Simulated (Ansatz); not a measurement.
The cluster B₄P₄⁻. The state is a doublet with charge -1. Geometry B3LYP-D4/def2-SVPD.

```xyz
8

B     1.001   -0.372    0.485
B    -1.578    0.718    0.154
B    -0.485   -0.261    1.099
B    -0.210    0.590   -0.667
P     1.641   -1.665   -0.804
P     0.333   -0.665   -2.093
P     1.441    1.469    0.053
P    -2.143    0.186    1.773
```

Another isomer (doublet) lies 1.47 eV lower at PBE0-D4/def2-TZVPD; other spin states weren't run for this one.

Question: Estimate the α-spin orbital energies around the gap (eV) in Ansatz with PBE-D4/def2-TZVPD, r2SCAN-D4/def2-TZVPD, PBE0-D4/def2-TZVPD.

Answer: 
```
orbital  PBE-D4/def2-TZVPD  r2SCAN-D4/def2-TZVPD  PBE0-D4/def2-TZVPD
 HOMO−9              -4.30                 -4.61               -5.50
 HOMO−8              -4.06                 -4.39               -5.31
 HOMO−7              -3.92                 -4.25               -5.11
 HOMO−6              -3.59                 -3.85               -4.67
 HOMO−5              -2.77                 -3.01               -3.81
 HOMO−4              -2.52                 -2.75               -3.55
 HOMO−3              -2.16                 -2.38               -3.12
 HOMO−2              -1.69                 -1.87               -2.64
 HOMO−1              -1.36                 -1.55               -2.25
   HOMO              -1.04                 -1.35               -2.01
   LUMO               0.38                  0.38                1.04
 LUMO+1               1.33                  1.46                2.03
 LUMO+2               1.94                  2.13                2.71
 LUMO+3               2.41                  2.70                3.10
 LUMO+4               2.69                  3.05                3.32
 LUMO+5               2.98                  3.48                3.47
 β HOMO              -1.29                 -1.43               -2.11
 β LUMO               0.11                  0.39                1.00
```
